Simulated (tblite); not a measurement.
A geometry optimisation, step by step.

Species: C₃H₇FSeSi.
Numbering: `[CH3:1][C@@H:2]1[CH2:3][Se:4][Si@@H:5]1[F:6]` (hydrogens: H7, H8, H9 on C1; H10 on C2; H11, H12 on C3; H13 on Si5)

Computed with GFN2-xTB (tblite), gas phase: L-BFGS steps from a force-field or distance-geometry start until the largest atomic force falls under 0.01 eV/Å. 13 of its 38 geometries are shown.

Step 0: E = -535.7080 eV, largest atomic force 1.688 eV/Å
```
atom  x, y, z in Å  |  force x, y, z in eV/Å
C1      1.312   -0.722    0.103    0.152   0.113  -0.174
C2      0.093   -0.006   -0.523    0.991  -0.506   0.367
C3     -0.012    1.460   -0.075    0.306   0.399  -0.838
Se4    -1.766    1.517    0.824   -0.284   0.247   0.309
Si5    -1.514   -0.631    0.184   -0.911  -1.007   1.002
F6     -1.309   -1.661    1.493   -0.288   0.772  -1.306
H7      2.241   -0.266   -0.290   -0.373  -0.322   0.301
H8      1.303   -0.623    1.216   -0.021  -0.116  -0.955
H9      1.294   -1.799   -0.169    0.076   0.710   0.246
H10     0.101   -0.105   -1.616    0.314   0.136   0.239
H11     0.778    1.772    0.624   -0.245  -0.069  -0.325
H12    -0.040    2.135   -0.959    0.152  -0.170   0.668
H13    -2.484   -1.071   -0.830    0.132  -0.185   0.466
```

Step 3: E = -535.8717 eV, largest atomic force 0.497 eV/Å
```
atom  x, y, z in Å  |  force x, y, z in eV/Å
C1      1.318   -0.717    0.095   -0.017   0.047  -0.079
C2      0.110   -0.023   -0.506   -0.204   0.001   0.009
C3     -0.002    1.458   -0.096   -0.103  -0.139   0.050
Se4    -1.775    1.526    0.835    0.022   0.045   0.051
Si5    -1.542   -0.647    0.207   -0.018   0.443  -0.225
F6     -1.324   -1.641    1.447   -0.146  -0.193  -0.042
H7      2.235   -0.278   -0.280    0.207   0.025  -0.025
H8      1.303   -0.628    1.179    0.026  -0.001   0.009
H9      1.300   -1.773   -0.160    0.079  -0.059  -0.018
H10     0.119   -0.100   -1.601    0.204  -0.018   0.158
H11     0.768    1.770    0.608   -0.003   0.012  -0.081
H12    -0.032    2.138   -0.942    0.076   0.107  -0.020
H13    -2.482   -1.085   -0.805   -0.123  -0.270   0.212
```

Step 6: E = -535.9150 eV, largest atomic force 0.243 eV/Å
```
atom  x, y, z in Å  |  force x, y, z in eV/Å
C1      1.325   -0.711    0.086    0.060  -0.053   0.137
C2      0.101   -0.025   -0.499    0.192   0.095  -0.051
C3     -0.013    1.454   -0.099    0.072   0.198   0.018
Se4    -1.775    1.545    0.851    0.039   0.128   0.002
Si5    -1.563   -0.603    0.197   -0.052  -0.236  -0.023
F6     -1.361   -1.655    1.403   -0.125  -0.020  -0.079
H7      2.259   -0.278   -0.280   -0.138   0.018  -0.019
H8      1.309   -0.629    1.168    0.066   0.011   0.112
H9      1.316   -1.771   -0.161    0.021   0.022  -0.059
H10     0.160   -0.103   -1.581   -0.046  -0.016  -0.208
H11     0.765    1.770    0.590    0.088   0.004   0.115
H12    -0.018    2.151   -0.935   -0.060  -0.034  -0.050
H13    -2.507   -1.142   -0.757   -0.118  -0.117   0.106
```

Step 9: E = -535.9329 eV, largest atomic force 0.195 eV/Å
```
atom  x, y, z in Å  |  force x, y, z in eV/Å
C1      1.332   -0.712    0.094   -0.076   0.052  -0.014
C2      0.110   -0.015   -0.503   -0.041  -0.050   0.013
C3     -0.010    1.470   -0.095    0.162  -0.097  -0.049
Se4    -1.768    1.564    0.855    0.053  -0.102  -0.075
Si5    -1.571   -0.600    0.186    0.080  -0.022  -0.099
F6     -1.393   -1.668    1.378   -0.058  -0.041   0.030
H7      2.258   -0.275   -0.283   -0.073   0.018   0.040
H8      1.320   -0.628    1.180    0.039  -0.026  -0.036
H9      1.326   -1.771   -0.169   -0.015   0.103   0.033
H10     0.173   -0.106   -1.592   -0.036   0.070   0.067
H11     0.774    1.771    0.595    0.046   0.063   0.042
H12    -0.018    2.155   -0.940   -0.019   0.041  -0.019
H13    -2.536   -1.184   -0.724   -0.061  -0.009   0.066
```

Step 12: E = -535.9396 eV, largest atomic force 0.097 eV/Å
```
atom  x, y, z in Å  |  force x, y, z in eV/Å
C1      1.328   -0.708    0.097    0.022   0.002  -0.018
C2      0.112   -0.015   -0.504   -0.010   0.016   0.005
C3      0.006    1.469   -0.099   -0.045   0.013   0.026
Se4    -1.759    1.560    0.848    0.033  -0.077  -0.049
Si5    -1.568   -0.606    0.175   -0.018  -0.018   0.028
F6     -1.411   -1.675    1.371   -0.017  -0.004   0.003
H7      2.250   -0.270   -0.280    0.037   0.066   0.000
H8      1.327   -0.630    1.182   -0.030   0.005   0.001
H9      1.327   -1.762   -0.169   -0.020  -0.041   0.008
H10     0.174   -0.099   -1.592    0.005   0.026   0.010
H11     0.783    1.778    0.601    0.017   0.011  -0.060
H12    -0.019    2.158   -0.942    0.058  -0.015   0.031
H13    -2.554   -1.199   -0.706   -0.033   0.015   0.015
```

Step 15: E = -535.9412 eV, largest atomic force 0.061 eV/Å
```
atom  x, y, z in Å  |  force x, y, z in eV/Å
C1      1.329   -0.707    0.096    0.018  -0.007   0.007
C2      0.112   -0.014   -0.503    0.024  -0.012  -0.004
C3      0.007    1.469   -0.097   -0.004   0.001   0.001
Se4    -1.755    1.552    0.842   -0.042   0.034   0.028
Si5    -1.569   -0.610    0.174    0.000  -0.036  -0.003
F6     -1.418   -1.678    1.371   -0.003  -0.019   0.020
H7      2.251   -0.262   -0.279   -0.007   0.008   0.009
H8      1.326   -0.630    1.181   -0.019   0.010  -0.008
H9      1.326   -1.763   -0.168    0.015   0.011  -0.007
H10     0.174   -0.095   -1.590    0.002   0.005  -0.024
H11     0.787    1.781    0.596    0.015  -0.007  -0.010
H12    -0.013    2.158   -0.940    0.025  -0.003  -0.008
H13    -2.562   -1.201   -0.699   -0.024   0.014   0.000
```

Step 18: E = -535.9417 eV, largest atomic force 0.030 eV/Å
```
atom  x, y, z in Å  |  force x, y, z in eV/Å
C1      1.331   -0.707    0.096   -0.016   0.012  -0.006
C2      0.113   -0.015   -0.504   -0.020  -0.001  -0.008
C3      0.007    1.469   -0.096    0.011  -0.013  -0.010
Se4    -1.757    1.552    0.842    0.002  -0.007  -0.002
Si5    -1.569   -0.614    0.174    0.007   0.013   0.007
F6     -1.421   -1.681    1.372    0.000  -0.006  -0.001
H7      2.251   -0.258   -0.277    0.005  -0.002   0.010
H8      1.323   -0.629    1.181   -0.007   0.003   0.001
H9      1.328   -1.762   -0.169    0.028   0.009  -0.006
H10     0.175   -0.093   -1.592    0.004  -0.003   0.005
H11     0.790    1.781    0.593   -0.005  -0.015   0.009
H12    -0.008    2.158   -0.940   -0.001  -0.005  -0.005
H13    -2.567   -1.200   -0.697   -0.009   0.014   0.006
```

Step 22: E = -535.9421 eV, largest atomic force 0.027 eV/Å
```
atom  x, y, z in Å  |  force x, y, z in eV/Å
C1      1.330   -0.704    0.095    0.022  -0.012   0.009
C2      0.111   -0.016   -0.506    0.023  -0.008   0.004
C3      0.008    1.467   -0.098   -0.018   0.009   0.007
Se4    -1.758    1.551    0.842    0.024   0.006  -0.008
Si5    -1.569   -0.615    0.175   -0.014  -0.003  -0.002
F6     -1.422   -1.685    1.373    0.004   0.008  -0.014
H7      2.252   -0.255   -0.273   -0.008   0.026   0.003
H8      1.319   -0.627    1.180   -0.005  -0.005   0.001
H9      1.337   -1.759   -0.171   -0.002  -0.004  -0.001
H10     0.176   -0.092   -1.594   -0.012  -0.016  -0.014
H11     0.790    1.776    0.593   -0.009  -0.012   0.003
H12    -0.004    2.155   -0.942   -0.008   0.000   0.002
H13    -2.574   -1.194   -0.693    0.002   0.010   0.010
```

Step 25: E = -535.9424 eV, largest atomic force 0.027 eV/Å
```
atom  x, y, z in Å  |  force x, y, z in eV/Å
C1      1.331   -0.703    0.095    0.000   0.002  -0.004
C2      0.112   -0.018   -0.508   -0.004  -0.009   0.001
C3      0.007    1.466   -0.099    0.016  -0.019  -0.011
Se4    -1.754    1.550    0.841   -0.013   0.016   0.012
Si5    -1.569   -0.615    0.176    0.017   0.006  -0.013
F6     -1.423   -1.687    1.371    0.007   0.001  -0.001
H7      2.252   -0.248   -0.269   -0.001   0.024   0.005
H8      1.315   -0.627    1.181    0.004  -0.015   0.000
H9      1.344   -1.758   -0.173   -0.005  -0.003   0.004
H10     0.175   -0.095   -1.596   -0.007  -0.014   0.012
H11     0.790    1.770    0.594    0.000   0.006  -0.006
H12    -0.003    2.154   -0.943   -0.001   0.006   0.007
H13    -2.579   -1.189   -0.688   -0.011  -0.001  -0.007
```

Step 28: E = -535.9426 eV, largest atomic force 0.016 eV/Å
```
atom  x, y, z in Å  |  force x, y, z in eV/Å
C1      1.333   -0.703    0.095   -0.010   0.004   0.000
C2      0.112   -0.020   -0.509   -0.012   0.006   0.001
C3      0.008    1.463   -0.101    0.002   0.007   0.003
Se4    -1.753    1.552    0.841   -0.006  -0.009   0.001
Si5    -1.569   -0.615    0.176   -0.011   0.003   0.004
F6     -1.423   -1.688    1.370    0.007   0.002  -0.001
H7      2.251   -0.240   -0.266   -0.005   0.000   0.005
H8      1.312   -0.629    1.181    0.009  -0.012   0.003
H9      1.349   -1.757   -0.174    0.010   0.004  -0.004
H10     0.173   -0.099   -1.597    0.003  -0.011   0.003
H11     0.789    1.767    0.594    0.013   0.007  -0.006
H12    -0.002    2.153   -0.942    0.004  -0.001  -0.002
H13    -2.584   -1.184   -0.686   -0.003   0.000  -0.006
```

Step 31: E = -535.9428 eV, largest atomic force 0.018 eV/Å
```
atom  x, y, z in Å  |  force x, y, z in eV/Å
C1      1.332   -0.702    0.095    0.007  -0.007   0.010
C2      0.111   -0.021   -0.509    0.010  -0.003   0.009
C3      0.009    1.462   -0.101   -0.013   0.011   0.007
Se4    -1.754    1.552    0.841    0.012   0.002  -0.004
Si5    -1.570   -0.614    0.176   -0.012  -0.006   0.002
F6     -1.422   -1.688    1.369    0.002   0.001  -0.001
H7      2.250   -0.235   -0.263   -0.010  -0.003   0.001
H8      1.312   -0.632    1.181   -0.003  -0.003   0.004
H9      1.353   -1.756   -0.175    0.003   0.005  -0.013
H10     0.173   -0.103   -1.596    0.000   0.003  -0.002
H11     0.791    1.766    0.593    0.003   0.001  -0.006
H12    -0.001    2.153   -0.943   -0.002  -0.002  -0.006
H13    -2.587   -1.182   -0.685    0.003   0.000  -0.001
```

Step 34: E = -535.9428 eV, largest atomic force 0.014 eV/Å
```
atom  x, y, z in Å  |  force x, y, z in eV/Å
C1      1.333   -0.702    0.096   -0.003   0.001  -0.001
C2      0.111   -0.022   -0.508   -0.004  -0.001   0.003
C3      0.008    1.463   -0.101    0.007  -0.008  -0.007
Se4    -1.753    1.552    0.841    0.000   0.006   0.003
Si5    -1.572   -0.614    0.176    0.009   0.002   0.000
F6     -1.421   -1.688    1.368   -0.002  -0.002   0.002
H7      2.248   -0.232   -0.261    0.004   0.002   0.002
H8      1.312   -0.634    1.182   -0.005  -0.004   0.004
H9      1.356   -1.754   -0.178    0.000  -0.001  -0.008
H10     0.172   -0.105   -1.596    0.002   0.009   0.011
H11     0.792    1.766    0.592   -0.004   0.003  -0.005
H12    -0.001    2.153   -0.943   -0.005  -0.004  -0.002
H13    -2.589   -1.181   -0.685    0.001  -0.002  -0.002
```

Step 37: E = -535.9429 eV, largest atomic force 0.010 eV/Å
```
atom  x, y, z in Å  |  force x, y, z in eV/Å
C1      1.332   -0.702    0.097   -0.001   0.001  -0.005
C2      0.110   -0.022   -0.507    0.000   0.004  -0.004
C3      0.008    1.462   -0.102    0.002   0.002   0.001
Se4    -1.752    1.553    0.842   -0.003  -0.003   0.003
Si5    -1.572   -0.614    0.176    0.001   0.004   0.005
F6     -1.420   -1.689    1.368   -0.005  -0.001   0.001
H7      2.247   -0.230   -0.259    0.005   0.003   0.008
H8      1.311   -0.637    1.183   -0.001  -0.009  -0.004
H9      1.358   -1.754   -0.181   -0.002  -0.002   0.002
H10     0.172   -0.105   -1.594    0.002   0.000  -0.006
H11     0.792    1.766    0.590    0.002   0.005   0.002
H12    -0.002    2.151   -0.945   -0.005  -0.006  -0.005
H13    -2.590   -1.180   -0.686    0.005   0.001   0.003
```

Task: Summarise the path.

Result: The energy falls by 22.66 kJ/mol from step 0 to step 37; nine tenths of that is first reached at step 7. It falls at every step. The largest force goes from 1.688 to 0.010 eV/Å. Among the bonds Si5–F6 changes most, from 1.678 to 1.612 Å; the atoms move by 0.088 Å rms after alignment.

What follows is the cost of the whole relaxation. Time: 0.18 s of wall time. Hardware: Arm Neoverse V2, one thread, no GPU, on a shared host.
